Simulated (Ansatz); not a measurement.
# Energy profile

The step: Si₄H₁₀O ([OH][Si]([SiH3])([SiH3])[SiH3]) + SiNH₅ ([NH2][SiH3]) → Si₅H₁₂O ([SiH3][O][Si]([SiH3])([SiH3])[SiH3]) + NH₃; bonds formed: Si1–O4, N2–H3; bonds broken: Si1–N2, H3–O4 (atoms numbered as in the saddle structure below).

| atom | x (Å) | y (Å) | z (Å) |
| --- | --- | --- | --- |
| Si1 | -0.4636 | -1.6842 | 2.2163 |
| N2 | 0.5164 | -2.8467 | 1.1575 |
| H3 | 0.4954 | -2.0403 | 0.3354 |
| O4 | -0.0310 | -0.8240 | 0.1564 |
| Si5 | -0.0075 | 0.5958 | -0.6252 |
| Si6 | 1.3941 | 0.5465 | -2.5096 |
| Si7 | -2.1441 | 1.2248 | -1.3752 |
| Si8 | 0.7697 | 2.3611 | 0.7219 |
| H9 | 0.3286 | -0.5199 | 2.6568 |
| H10 | -1.8588 | -1.5433 | 1.7613 |
| H11 | -0.5696 | -2.5320 | 3.4542 |
| H12 | 0.0353 | -3.7067 | 0.9217 |
| H13 | 1.4347 | -3.0724 | 1.5212 |
| H14 | 1.3772 | 1.8610 | -3.2113 |
| H15 | 0.9662 | -0.5004 | -3.4822 |
| H16 | 2.8059 | 0.2477 | -2.1296 |
| H17 | -2.0842 | 2.5375 | -2.0796 |
| H18 | -3.1000 | 1.3590 | -0.2384 |
| H19 | -2.7099 | 0.2208 | -2.3216 |
| H20 | 2.1527 | 2.1071 | 1.2207 |
| H21 | 0.7924 | 3.6276 | -0.0641 |
| H22 | -0.0997 | 2.5810 | 1.9136 |

Electronic energies by CCSD(T) at an estimated basis limit (MP2 extrapolated from triple and quadruple zeta, plus CCSD(T) − MP2 in triple zeta), on PBE0-D4/def2-TZVP structures; Si5NH15O, closed shell; no counterpoise correction. Program: Ansatz 0.2.0. Basis: def2-TZVPP and def2-QZVPP. Cores are frozen in the correlated methods. Extrapolation: Hartree–Fock as exp(−7.88 √X), correlation as X^−2.97.

Task: Give the profile in kJ/mol, counted from the separated reactants. (An estimate is asked for; the value comes from the calculation.)

Result: Computed:
```tsv
point	kJ/mol
separated: SiNH5 (linked as [NH2][SiH3]; Si1, N2, H9, H10, H11, H12, H13; singlet) + Si4H10O (linked as [OH][Si]([SiH3])([SiH3])[SiH3]; H3, O4, Si5, Si6, Si7, Si8, H14, H15, H16, H17, H18, H19, H20, H21, H22; singlet)	0.0
start structure	-35.2
saddle	53.8
end structure	-75.8
separated: Si5H12O (linked as [SiH3][O][Si]([SiH3])([SiH3])[SiH3]; Si1, O4, Si5, Si6, Si7, Si8, H9, H10, H11, H14, H15, H16, H17, H18, H19, H20, H21, H22; singlet) + NH3 (N2, H3, H12, H13; singlet)	-65.2
```

No T1 diagnostic of these runs exceeds 0.014.

The step is the kind of ligand exchange by which a precursor binds to a hydroxyl group, or is hydrolysed, in atomic layer deposition of oxides. Here a small cluster stands in for the surface site.

For scale, one of the runs: CCSD(T)/def2-TZVPP, 482 basis functions, launched by `ansatz run in.yaml --threads 4 --pin off --events-out ev --progress --plain --max-ram 66560MiB --backend cuda --devices 0, --max-vram 37GiB`. Time: 27 s of wall clock on 4 CPU threads of an AMD EPYC 7R13 and a share of one NVIDIA H100; the host was shared. Peak host memory: 1.3 GiB.
